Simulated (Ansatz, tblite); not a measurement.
Isomers of Cu$_{5}$Te$_{4}$⁻ (singlet), found by a short tight-binding search and relaxed with PBE-D4/def2-SVP in Ansatz.

In the def2 sets Te takes a core potential; there is no spin–orbit coupling. The xTB rows come from tblite.

Other spin states weren't relaxed.

A:

| atom | x (Å) | y (Å) | z (Å) |
| --- | --- | --- | --- |
| Cu1 | -0.572 | -1.268 | -0.685 |
| Cu2 | 1.478 | 0.091 | 2.463 |
| Cu3 | -0.612 | 0.050 | 1.462 |
| Cu4 | -0.641 | 1.188 | -0.799 |
| Cu5 | 1.506 | 0.064 | 0.161 |
| Te6 | 3.401 | 0.021 | -1.484 |
| Te7 | -2.619 | -1.508 | 0.760 |
| Te8 | -2.677 | 1.448 | 0.657 |
| Te9 | 0.736 | -0.086 | -2.536 |

B:

Cartesian coordinates in Å:
```
Cu 0.122 -1.448 -0.986
Cu -1.403 0.615 -0.841
Cu 0.091 1.354 1.115
Cu -0.948 -0.850 1.242
Cu 1.167 0.753 -1.111
Te -2.434 1.204 1.407
Te -0.296 -0.009 -3.044
Te 2.476 0.522 1.038
Te 1.224 -2.140 1.180
```

Q: Estimate which lies lowest at each level, and how far above it the others are (eV).

A: 
```csv
level,A,B
GFN1-xTB,1.87,0.00
GFN2-xTB,0.36,0.00
PBE-D4/def2-SVP,3.07,0.00
r2SCAN-D4/def2-SVP,3.30,0.00
PBE0-D4/def2-SVP,3.27,0.00
```
Point groups (tolerance 0.1 Å): A not assigned, B C2v. Lower isomers may exist.
